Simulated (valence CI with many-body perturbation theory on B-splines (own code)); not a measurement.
# Zr XIX: M1 decay

Level of theory: valence CI with perturbative core correlation (CI+MBPT): four valence electrons over a frozen Dirac-Fock core [Ar], a basis of 7 s, 7 p, 8 d, 6 f, 4 g, 1 h functions for each j, with the one-electron correlation potential Σ1 (screened to all orders), the two-electron term Σ2, the three-electron term Σ3, Breit, model QED; selected single and double excitations, second order for the rest, scaled by the run's own slope (own B-spline code, finite nucleus).

No measured levels were compared; by estimate terms of the open shell hold to 2 to 4 % of their energy, and close levels can change places. Only levels of the ground parity were solved; by the run's estimate the other parity begins above the list, which can be wrong where configurations are misplaced.

Lines 51 to 100 of 120 in falling wavelength, among levels below 45.136 eV, chosen from the decays that carry over 1 % of a level's rate. Wavelengths and rates use the calculated energies, so an error of 2000 cm⁻¹ moves a line at 1939 Å by 3.9 % and its rate by three times that or more. Weak lines are less certain than strong ones. Lines between different terms over intervals too small for the method are left out, as are lines whose strength nearly cancels. Branching is blank where the lifetime is uncertain.

Names give the largest LS component (configuration and term), which can be under half, so a name can repeat, a term be missing and a line seem to break the LS rules; names also repeat where a configuration has a term twice. Letters in brackets count levels of one name in rising energy.

```tsv
λ vac (Å)	Upper	Lower	Type	A (s⁻¹)	Branch %
1939	3d⁴ ¹D_2 [a]	3d⁴ ³P_2 [a]	M1	1.83e+02	14.8
1881	3d⁴ ³H_5	3d⁴ ⁵D_4	M1	1.12e+01	24.6
1850	3d⁴ ³G_3	3d⁴ ⁵D_4	M1	2.67e+01	5.5
1816	3d⁴ ³P_0 [a]	3d⁴ ⁵D_1	M1	1.59e+03	100.0
1789	3d⁴ ¹G_4 [a]	3d⁴ ³H_5	M1	1.22e+02	11.2
1750	3d⁴ ¹F_3	3d⁴ ³F_3 [a]	M1	2.44e+01	
1708	3d⁴ ³F_3 [b]	3d⁴ ¹G_4 [a]	M1	1.27e+02	
1692	3d⁴ ¹S_0 [a]	3d⁴ ³P_1 [a]	M1	1.45e+03	99.7
1651	3d⁴ ¹F_3	3d⁴ ³G_4	M1	8.56e+01	
1642	3d⁴ ³G_3	3d⁴ ⁵D_3	M1	2.99e+02	61.3
1625	3d⁴ ³P_2 [b]	3d⁴ ³D_2	M1	2.15e+02	23.5
1624	3d⁴ ¹F_3	3d⁴ ³P_2 [a]	M1	7.00e+01	
1565	3d⁴ ³F_2 [a]	3d⁴ ⁵D_3	M1	1.85e+01	3.5
1562	3d⁴ ³D_1	3d⁴ ³P_0 [a]	M1	2.90e+02	25.9
1534	3d⁴ ³F_4 [a]	3d⁴ ⁵D_4	M1	3.61e+02	52.5
1503	3d⁴ ³P_2 [b]	3d⁴ ³D_3	M1	1.21e+01	1.3
1495	3d⁴ ¹D_2 [a]	3d⁴ ³F_2 [a]	M1	1.27e+02	10.3
1491	3d⁴ ³P_1 [a]	3d⁴ ⁵D_2	M1	1.08e+03	88.4
1484	3d⁴ ³F_2 [b]	3d⁴ ³D_1	M1	2.11e+02	15.3
1472	3d⁴ ¹G_4 [a]	3d⁴ ³H_4	M1	3.41e+01	3.1
1464	3d⁴ ³G_3	3d⁴ ⁵D_2	M1	1.45e+02	29.8
1453	3d⁴ ¹F_3	3d⁴ ³F_4 [a]	M1	5.04e+01	
1431	3d⁴ ¹D_2 [a]	3d⁴ ³G_3	M1	3.20e+02	25.9
1405	3d⁴ ¹D_2 [a]	3d⁴ ³P_1 [a]	M1	1.30e+02	10.5
1402	3d⁴ ³F_2 [a]	3d⁴ ⁵D_2	M1	2.82e+02	53.3
1389	3d⁴ ³F_4 [a]	3d⁴ ⁵D_3	M1	1.06e+02	15.5
1386	3d⁴ ³F_4 [b]	3d⁴ ³D_3	M1	2.84e+02	
1386	3d⁴ ³F_2 [b]	3d⁴ ³D_2	M1	2.23e+02	16.2
1362	3d⁴ ³G_4	3d⁴ ⁵D_4	M1	1.32e+02	48.3
1333	3d⁴ ³F_4 [b]	3d⁴ ³G_5	M1	1.38e+02	
1302	3d⁴ ³F_3 [a]	3d⁴ ⁵D_4	M1	6.46e+01	11.7
1295	3d⁴ ³F_2 [b]	3d⁴ ³D_3	M1	3.09e+01	2.2
1268	3d⁴ ³F_2 [a]	3d⁴ ⁵D_1	M1	2.28e+02	43.1
1262	3d⁴ ³P_2 [a]	3d⁴ ⁵D_3	M1	3.06e+02	69.4
1251	3d⁴ ¹F_3	3d⁴ ³G_3	M1	1.21e+02	
1246	3d⁴ ³G_4	3d⁴ ⁵D_3	M1	7.72e+01	28.2
1234	3d⁴ ³P_1 [a]	3d⁴ ⁵D_0	M1	1.35e+01	1.1
1209	3d⁴ ³F_4 [b]	3d⁴ ³F_3 [a]	M1	1.06e+02	
1195	3d⁴ ³F_3 [a]	3d⁴ ⁵D_3	M1	1.96e+02	35.6
1183	3d⁴ ³G_5	3d⁴ ⁵D_4	M1	1.93e+01	7.1
1154	3d⁴ ³P_2 [a]	3d⁴ ⁵D_2	M1	7.80e+00	1.8
1144	3d⁴ ³D_3	3d⁴ ⁵D_4	M1	3.28e+02	46.8
1139	3d⁴ ³F_2 [b]	3d⁴ ³F_3 [a]	M1	5.83e+02	42.4
1098	3d⁴ ³F_3 [a]	3d⁴ ⁵D_2	M1	9.15e+01	16.6
1084	3d⁴ ³F_2 [b]	3d⁴ ³P_2 [a]	M1	3.98e+01	2.9
1077	3d⁴ ¹F_3	3d⁴ ³H_4	M1	8.55e+01	
1061	3d⁴ ³P_2 [a]	3d⁴ ⁵D_1	M1	2.50e+01	5.7
1061	3d⁴ ³D_3	3d⁴ ⁵D_3	M1	9.49e+01	13.5
1060	3d⁴ ³F_4 [b]	3d⁴ ³F_4 [a]	M1	3.53e+02	
1007	3d⁴ ³D_2	3d⁴ ⁵D_3	M1	6.50e+02	63.7
```
